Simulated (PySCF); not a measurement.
# Stretching KF

Set-up: K def2-SVPD, F def2-SVPD; no relativity (PySCF 2.14). Energies in eV from K + F in their ground configurations at the same level. State: ¹Σ⁺ (singlet), closed shell.

All columns are MN15. A positive dipole means K(−)F(+).

| R (Å) | E (eV) | μ (D) | Mulliken charge on K (basis-dependent) | HOMO (eV) | LUMO (eV) | Mayer bond order | ⟨S²⟩ |
| --- | --- | --- | --- | --- | --- | --- | --- |
| 1.914 | -4.557 | -7.44 | 0.87 | -7.51 | 0.03 | 0.14 | 0.00 |
| 2.003 | -4.905 | -7.96 | 0.89 | -7.50 | -0.03 | 0.10 | 0.00 |
| 2.092 | -5.086 | -8.46 | 0.91 | -7.44 | -0.09 | 0.08 | 0.00 |
| 2.159 | -5.146 | -8.82 | 0.92 | -7.37 | -0.13 | 0.07 | 0.00 |
| 2.226 | -5.157 | -9.18 | 0.92 | -7.24 | -0.18 | 0.05 | 0.00 |
| 2.293 | -5.133 | -9.53 | 0.93 | -7.11 | -0.22 | 0.05 | 0.00 |
| 2.382 | -5.062 | -9.99 | 0.94 | -6.95 | -0.28 | 0.04 | 0.00 |
| 2.493 | -4.931 | -10.57 | 0.95 | -6.77 | -0.35 | 0.03 | 0.00 |
| 2.627 | -4.741 | -11.25 | 0.95 | -6.56 | -0.44 | 0.03 | 0.00 |
| 2.805 | -4.466 | -12.15 | 0.96 | -6.31 | -0.55 | 0.05 | 0.00 |

A fit through these points gives, at Re = 2.211 Å, μ = -9.10 D and dμ/dR = -5.32 D/Å; the reduced mass is 12.77 u.

Q: How strong is the fundamental in the double-harmonic approximation, I = 42.26·(dμ/dR)²/μred km/mol?

A: I = 42.26·(-5.32)²/12.77 = 93.7 km/mol at MN15.
